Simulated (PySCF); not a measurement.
TDDFT excited states: C5H9ClOSi

C5H9ClOSi.
Atom-mapped SMILES: `[O:1]=[C:2](/[CH:3]=[CH:4]/[Cl:5])[CH2:6][CH2:7][SiH3:8]` (hydrogens: H9 on C3; H10 on C4; H11, H12 on C6; H13, H14 on C7; H15, H16, H17 on Si8)

Computed, not measured: TDDFT CAM-B3LYP/def2-SVPD, vertical, gas phase, core orbitals frozen in the response (PySCF). Geometry: GFN2-xTB, one conformer, isolated molecule. Torsions of this conformer, `[O:1]=[C:2](/[CH:3]=[CH:4]/[Cl:5])[CH2:6][CH2:7][SiH3:8]`: O1–C2–C3–C4 3°, O1–C2–C6–C7 -1°, C2–C6–C7–Si8 -67°.

**Question.** What does the calculation give for the low-lying excited states?

**Answer.** 

| state | E (eV) | E (kJ/mol) | λ (nm) | f | main configurations (H = HOMO, L = LUMO) |
| --- | --- | --- | --- | --- | --- |
| S1 | 3.91 | 377 | 316.9 | 0.0001 | H→L (88%) |
| S2 | 5.53 | 534 | 224.2 | 0.457 | H-1→L (92%) |
| S3 | 6.38 | 615 | 194.4 | 0.0001 | H-5→L (51%), H-3→L (21%), H-4→L (18%) |
| S4 | 6.59 | 635 | 188.3 | 0.010 | H-2→L (94%) |
| S5 | 7.17 | 691 | 173.0 | 0.0020 | H-1→L+2 (44%), H-1→L+1 (24%) |
| S6 | 7.20 | 695 | 172.2 | 0.0026 | H→L+1 (29%), H→L+6 (25%), H→L+3 (13%) |
| S7 | 7.33 | 708 | 169.0 | 0.012 | H→L+1 (55%), H→L+6 (17%) |
| S8 | 7.51 | 725 | 165.1 | 0.0007 | H-5→L (36%), H-3→L (28%), H-4→L (12%) |

Triplets (Tamm–Dancoff): T1 3.39 eV, H-1→L (69%), H→L (20%); T2 3.47 eV, H→L (69%), H-1→L (20%); T3 5.80 eV, H-6→L (20%), H-2→L (15%), H-9→L (15%).

The lowest singlet lies at 3.91 eV (317 nm, ultraviolet) and is dark (f under 0.0005); its leading configuration is HOMO→LUMO (88%). The strongest level in the table is S2 at 5.53 eV (224 nm, f = 0.457). Löwdin shares by element: HOMO oxygen 54%, carbon 30% or more (atoms not listed hold the other 15%); LUMO carbon 62% or more, oxygen 17% (atoms not listed hold the other 21%). Of the 8 states listed, 3 reach f = 0.01 and 2 stay under 0.0005. The listed states span 3.60 eV, and the widest gap between neighbours is 1.62 eV (S1 to S2). Weighted by f, the mean energy of these states is 5.62 eV. No computed singlet lies in the visible range (380 to 750 nm); the lowest, at 317 nm, stands 0.65 eV above its violet end (3.26 eV). The window holds the lowest 8 singlets.
